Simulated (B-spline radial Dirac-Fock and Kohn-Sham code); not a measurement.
# Successive ionisation energies of cobalt: Dirac-Fock against NIST

Model: relaxed Dirac-Fock hole states (ΔSCF) with Breit and QED corrections and a finite nucleus. Program: a radial atomic solver. Each value is the difference of the configuration-average energies of two neighbouring ions in their tabulated ground configurations. Electron correlation is not included. NIST's values refer to the lowest levels; many for high charge states are themselves semi-empirical or theoretical. Where a p, d or f shell is open in either ion the computed value averages over both j values and all terms, while the table refers to the lowest levels; that difference holds spin-orbit splitting (largest in heavy or highly charged ions), term energies where several electrons share open shells, and correlation, and it can reach 10 % or more.

```tsv
ion	configuration	computed (eV)	NIST (eV)	kind	NIST − computed (eV)
Co	[Ar] 3d7 4s2	6.64	7.88101	measured	+1.24
Co⁺	[Ar] 3d8	15.87	17.0844	measured	+1.21
Co²⁺	[Ar] 3d7	33.13	33.5 ± 0.06	semi-empirical	+0.37
Co³⁺	[Ar] 3d6	53.10	51.27 ± 0.1	semi-empirical	-1.83
Co⁴⁺	[Ar] 3d5	75.43	79.5 ± 0.2	semi-empirical	+4.07
Co⁵⁺	[Ar] 3d4	99.88	102 ± 0.2	semi-empirical	+2.12
Co⁶⁺	[Ar] 3d3	126.3	128.9 ± 0.5	semi-empirical	+2.58
Co⁷⁺	[Ar] 3d2	154.7	157.8 ± 0.6	semi-empirical	+3.15
Co⁸⁺	[Ar] 3d1	184.8	186.14 ± 0.25	measured	+1.33
Co⁹⁺	[Ne] 3s2 3p6	274.6	275.4 ± 0.4	semi-empirical	+0.78
Co¹⁰⁺	[Ne] 3s2 3p5	305.9	305.32 ± 0.23	semi-empirical	-0.61
Co¹¹⁺	[Ne] 3s2 3p4	338.2	336.1 ± 0.4	semi-empirical	-2.09
Co¹²⁺	[Ne] 3s2 3p3	371.4	378.5 ± 0.7	semi-empirical	+7.12
Co¹³⁺	[Ne] 3s2 3p2	405.5	410 ± 1	semi-empirical	+4.50
Co¹⁴⁺	[Ne] 3s2 3p1	440.5	441.1 ± 1.4	semi-empirical	+0.56
Co¹⁵⁺	[Ne] 3s2	508.3	511.96 ± 0.06	semi-empirical	+3.69
Co¹⁶⁺	[Ne] 3s1	545.9	546.588 ± 0.015	semi-empirical	+0.66
Co¹⁷⁺	[He] 2s2 2p6	1401.0	1397.2 ± 0.5	measured	-3.83
Co¹⁸⁺	[He] 2s2 2p5	1505.3	1504.5 ± 1.2	measured	-0.78
```

Q: Where in this range is the largest relative jump, and why?

A: From Co¹⁶⁺ (545.9 eV) to Co¹⁷⁺ (1401.0 eV), a factor of 2.57. The configuration goes from [Ne] 3s1 to [He] 2s2 2p6, so the next electron comes out of a deeper subshell.
